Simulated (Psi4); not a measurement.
BiCl3 (SMILES [Cl][Bi]([Cl])[Cl]), singlet, geometry from GFN2-xTB (such geometries of metal compounds can be far from the true shape) (core potentials on Bi); B97M-V/def2-SVP (Psi4).

Psi4 was given this input:
```
memory 2 GB

molecule mol {
0 1
Bi   -0.004281   -0.000675    0.502838
Cl   -1.831625   -0.993022   -0.835331
Cl    0.065342    2.090491   -0.815044
Cl    1.787184   -1.094175   -0.804658
}

set {
  basis def2-svp
  reference rks
  scf_type pk
  puream true
  d_convergence 1e-8
  dft_radial_points 99
  dft_spherical_points 590
}

energy('b97m-v')
print_variables()
```

The log (banner, timings and long lists left out):

```
   => Loading Basis Set <=

    Name: DEF2-SVP
    Role: ORBITAL
    Keyword: BASIS

    !!!  WARNING: ECP capability is in beta. Please check occupations closely.  !!!

         ---------------------------------------------------------
                                   SCF
               by Justin Turney, Rob Parrish, Andy Simmonett
                          and Daniel G. A. Smith
                              RKS Reference
         ---------------------------------------------------------

  ==> Geometry <==

    Molecular point group: c1
    Full point group: C1

    Geometry (in Angstrom), charge = 0, multiplicity = 1:

       Center              X                  Y                   Z               Mass
    ------------   -----------------  -----------------  -----------------  -----------------
         BI          -0.003759280015    -0.000592567876     0.441562441464   208.980399100000
         CL          -1.831103280015    -0.992939567876    -0.896606558536    34.968852682000
         CL           0.065863719985     2.090573432124    -0.876319558536    34.968852682000
         CL           1.787705719985    -1.094092567876    -0.865933558536    34.968852682000

  Running in c1 symmetry.

  Rotational constants: A =      0.04801  B =      0.04801  C =      0.03678 [cm^-1]
  Rotational constants: A =   1439.44735  B =   1439.44685  C =   1102.64125 [MHz]
  Nuclear repulsion =  377.750289056986617

  Charge       = 0
  Multiplicity = 1
  Electrons    = 74
  Nalpha       = 37
  Nbeta        = 37

  ==> Algorithm <==

  SCF Algorithm Type is PK.
  DIIS enabled.
  MOM disabled.
  Fractional occupation disabled.
  Guess Type is SAD.
  Energy threshold   = 1.00e-06
  Density threshold  = 1.00e-08
  Integral threshold = 1.00e-12

  ==> Primary Basis <==

  Basis Set: DEF2-SVP
    Blend: DEF2-SVP
    Number of shells: 34
    Number of basis functions: 80
    Number of Cartesian functions: 85
    Spherical Harmonics?: true
    Max angular momentum: 2

  Core potential: DEF2-SVP
    Number of shells: 4
    Number of ECP primitives: 18
    Number of ECP core electrons: 60
    Max angular momentum: 3

  ==> DFT Potential <==

   => LibXC <=

    Version 7.1.2
    S. Lehtola, C. Steigemann, M. J. T. Oliveira, and M. A. L. Marques,  SoftwareX 7, 1–5 (2018) (10.1016/j.softx.2017.11.002)

   => Composite Functional: B97M-V <=

    B97M-V GGA Exchange-Correlation Functional

    N. Mardirossian and M. Head-Gordon,  J. Chem. Phys. 142, 074111 (2015) (10.1063/1.4907719)

    Deriv               =              1
    GGA                 =           TRUE
    Meta                =           TRUE

    Exchange Hybrid     =          FALSE
    MP2 Hybrid          =          FALSE

   => Exchange-Correlation Functionals <=

    1.0000   B97M-V exchange-correlation functional

   => LibXC Density Thresholds  <==

    XC_MGGA_XC_B97M_V:  1.00E-15

   => VV10 Non-Local Parameters <=

    VV10 B              =     6.0000E+00
    VV10 C              =     1.0000E-02

   => Molecular Quadrature <=

    Radial Scheme          =       TREUTLER
    Pruning Scheme         =           NONE
    Nuclear Scheme         =       TREUTLER

    Blocking Scheme        =         OCTREE
    BS radius alpha        =              1
    Pruning alpha          =              1
    Radial Points          =             99
    Spherical Points       =            590
    Total Points           =         214407
    Total Blocks           =           1668
    Max Points             =            255
    Max Functions          =             74
    Weights Tolerance      =       1.00E-15

  ==> Integral Setup <==

  Using in-core PK algorithm.
   Calculation information:
      Number of atoms:                   4
      Number of AO shells:              34
      Number of primitives:             77
      Number of atomic orbitals:        85
      Number of basis functions:        80

      Integral cutoff                 1.00e-12
      Number of threads:                 1

  Performing in-core PK
  Using 10500840 doubles for integral storage.
  We computed 134905 shell quartets total.
  Whereas there are 177310 unique shell quartets.

  ==> DiskJK: Disk-Based J/K Matrices <==

    J tasked:                  Yes
    K tasked:                   No
    wK tasked:                  No
    Schwarz Cutoff:          1E-12

  Minimum eigenvalue in the overlap matrix is 1.8759984848E-02.
  Reciprocal condition number of the overlap matrix is 5.7729417586E-03.
    Using symmetric orthogonalization.

  ==> Pre-Iterations <==

  SCF Guess: Superposition of Atomic Densities via on-the-fly atomic UHF (no occupation information).

   -------------------------
    Irrep   Nso     Nmo
   -------------------------
     A         80      80
   -------------------------
    Total      80      80
   -------------------------

  ==> Iterations <==

                        Total Energy        Delta E     RMS |[F,P]|

   @RKS iter SAD: -1592.87171387704552   -1.59287e+03   0.00000e+00
   @RKS iter   1: -1594.49577221876280   -1.62406e+00   4.70799e-03 DIIS/ADIIS
   @RKS iter   2: -1594.51827067086128   -2.24985e-02   3.65101e-03 DIIS/ADIIS
   @RKS iter   3: -1594.56018395728802   -4.19133e-02   1.07384e-03 DIIS/ADIIS
   @RKS iter   4: -1594.56565887315901   -5.47492e-03   2.21795e-04 DIIS/ADIIS
   @RKS iter   5: -1594.56584717845999   -1.88305e-04   3.85808e-05 DIIS
   @RKS iter   6: -1594.56585127194307   -4.09348e-06   1.84969e-05 DIIS
   @RKS iter   7: -1594.56585290862927   -1.63669e-06   4.13358e-06 DIIS
   @RKS iter   8: -1594.56585299275457   -8.41253e-08   5.38374e-07 DIIS
   @RKS iter   9: -1594.56585299381254   -1.05797e-09   1.23858e-07 DIIS
   @RKS iter  10: -1594.56585299389667   -8.41283e-11   1.15784e-08 DIIS
   @RKS iter  11: -1594.56585299389826   -1.59162e-12   5.22867e-09 DIIS
  Energy and wave function converged.

  ==> Post-Iterations <==

   Electrons on quadrature grid:
      Ntotal   =   74.0000006950 ; deviation = 6.950e-07

    Orbital Energies [Eh]
    ---------------------

    Doubly Occupied:

[...]
      37A     -0.282325

    Virtual:

[...]
      80A     54.399978

    Final Occupation by Irrep:
              A
    DOCC [    37 ]
    NA   [    37 ]
    NB   [    37 ]

  @RKS Final Energy: -1594.56585299389826

   => Energetics <=

    Nuclear Repulsion Energy =            377.7502890569866167
    One-Electron Energy =               -3033.0205367290777758
    Two-Electron Energy =                1162.3724576734543916
    DFT Exchange-Correlation Energy =    -101.9627630986982751
    Empirical Dispersion Energy =           0.0000000000000000
    VV10 Nonlocal Energy =                  0.2947001034367743
    Total Energy =                      -1594.5658529938982610

Computation Completed

Properties will be evaluated at   0.000000,   0.000000,   0.000000 [a0]

Properties computed using the SCF density matrix

 Multipole Moments:

 ------------------------------------------------------------------------------------
     Multipole            Electronic (a.u.)      Nuclear  (a.u.)        Total (a.u.)
 ------------------------------------------------------------------------------------

 L = 1.  Multiply by 2.5417464519 to convert [e a0] to [Debye]
 Dipole X            :         -0.5748421            0.5583409           -0.0165012
 Dipole Y            :         -0.0906820            0.0880102           -0.0026718
 Dipole Z            :         67.5170249          -65.5823373            1.9346876
 Magnitude           :                                                    1.9347598

 ------------------------------------------------------------------------------------

  Variable Map:
  ----------------------------------------------------------------------------
[...]
  Array Variable Map:
  ----------------------------------------------------------------------------
[...]
[...]
```
